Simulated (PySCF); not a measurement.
Ga(Me)2(OiPr), C5H13GaO, SMILES CC(C)[O][Ga]([CH3])[CH3], GFN2-xTB optimised geometry.

```
20

Ga     0.63     0.45     0.00
C     -0.74     1.98     0.00
H     -1.30     1.99    -0.94
H     -0.24     2.95     0.12
H     -1.45     1.85     0.82
C      2.67     0.45     0.00
H      3.03    -0.21     0.79
H      3.06     1.45     0.16
H      3.04     0.07    -0.95
O      0.11    -1.21     0.03
C     -0.92    -2.17    -0.07
C     -0.89    -2.81    -1.46
C     -2.28    -1.54     0.21
H     -0.72    -2.95     0.69
H     -1.08    -2.05    -2.21
H     -1.64    -3.60    -1.53
H      0.10    -3.24    -1.64
H     -2.28    -1.08     1.19
H     -2.48    -0.78    -0.54
H     -3.06    -2.30     0.17
```

Density from CAM-B3LYP/def2-SVP run with PySCF at that geometry.

Minimum of the electron density along straight lines between bonded atoms, close to the bond critical point (lines longer than 1.1 times the sum of covalent radii, or with two minima, are not listed):

| bond | length / Å | ρ at the minimum / e bohr⁻³ | ∇²ρ there / e bohr⁻⁵ | position (fraction from the first atom) |
|---|---|---|---|---|
| Ga1–C2 | 2.056 | 0.101 | 0.11 | 0.47 |
| C2–H3 | 1.092 | 0.269 | -0.96 | 0.63 |
| C2–H4 | 1.089 | 0.271 | -0.98 | 0.63 |
| C2–H5 | 1.092 | 0.269 | -0.96 | 0.63 |
| Ga1–C6 | 2.038 | 0.104 | 0.11 | 0.47 |
| C6–H7 | 1.091 | 0.270 | -0.97 | 0.63 |
| C6–H8 | 1.090 | 0.271 | -0.97 | 0.63 |
| C6–H9 | 1.091 | 0.269 | -0.96 | 0.63 |
| Ga1–O10 | 1.740 | 0.133 | 0.97 | 0.48 |
| O10–C11 | 1.403 | 0.255 | -0.36 | 0.66 |
| C11–C12 | 1.528 | 0.251 | -0.60 | 0.50 |
| C11–C13 | 1.528 | 0.251 | -0.60 | 0.50 |
| C11–H14 | 1.102 | 0.280 | -1.05 | 0.63 |
| C12–H15 | 1.089 | 0.275 | -1.01 | 0.63 |
| C12–H16 | 1.087 | 0.276 | -1.02 | 0.63 |
| C12–H17 | 1.087 | 0.277 | -1.03 | 0.63 |
| C13–H18 | 1.089 | 0.276 | -1.01 | 0.63 |
| C13–H19 | 1.090 | 0.275 | -1.01 | 0.63 |
| C13–H20 | 1.087 | 0.276 | -1.02 | 0.63 |
